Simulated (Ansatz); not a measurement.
Relaxation of AlFH$_{5}$NOSi (10 atoms, charge 0, multiplicity 1), to a largest force component of 0.02 eV/Å in at most 40 steps.

The calculation used Ansatz, RKS B3LYP/STO-3G.

```xyz
10
Properties=species:S:1:pos:R:3:forces:R:3
Al 0.000 0.000 0.000 0.64 -0.48 1.79
N 0.000 0.000 1.920 -0.01 0.04 -4.34
H -0.877 -0.271 2.450 1.37 0.56 0.13
H 0.877 0.271 2.450 -1.39 -0.52 0.13
O 1.542 0.000 -0.890 -1.94 0.60 1.02
Si 2.387 -1.376 -1.352 -0.52 0.14 0.31
H 1.460 -2.351 -1.918 0.34 -0.15 0.00
H 3.388 -1.020 -2.353 -0.21 -0.06 0.23
H 3.050 -1.955 -0.187 0.04 -0.17 -0.27
F -1.464 0.000 -0.845 1.68 0.04 1.00
```

Problem. Where does it end, and by what steps?

Solution. The forces met the threshold. The force dipped under the threshold on the way, but the program's further checks kept it going. Limits of this set-up: minimal basis. After 27 steps the energy has fallen by 0.941 eV; H4 moved furthest, 1.54 Å.

```csv
step,energy less start (eV),largest force component (eV/Å),accepted
0,0.0000,4.343,yes
1,-0.7158,1.249,yes
2,-0.8107,1.172,yes
3,-0.7987,1.261,no
4,-0.8426,0.123,yes
5,-0.8484,0.120,yes
6,-0.8548,0.317,yes
7,-0.8588,0.465,yes
8,-0.8650,0.619,yes
9,-0.8771,0.386,yes
10,-0.9056,0.361,yes
11,-0.9145,0.621,yes
12,-0.9237,0.127,yes
13,-0.9240,0.165,yes
14,-0.9269,0.037,yes
15,-0.9298,0.170,yes
16,-0.9330,0.075,yes
17,-0.9356,0.057,yes
18,-0.9355,0.217,no
19,-0.9374,0.033,yes
20,-0.9382,0.092,yes
21,-0.9389,0.052,yes
22,-0.9395,0.023,yes
23,-0.9401,0.033,yes
24,-0.9404,0.045,yes
25,-0.9405,0.026,yes
26,-0.9406,0.008,yes
27,-0.9406,0.005,yes
```

```xyz
10
Properties=species:S:1:pos:R:3
Al -0.112 0.121 -0.125
N 0.058 -0.512 1.478
H -0.596 -0.326 2.260
H 0.815 -1.132 1.818
O 0.986 -0.216 -1.363
Si 2.328 -1.202 -1.119
H 1.970 -2.553 -0.720
H 3.058 -1.282 -2.366
H 3.231 -0.687 -0.103
F -1.374 1.088 -0.483
```

Whether the end is a true minimum wasn't checked by a vibrational analysis.

Time of the run: 80 s on 1 thread of Arm Neoverse V2, with other jobs on the host, peak memory 0.17 GiB.
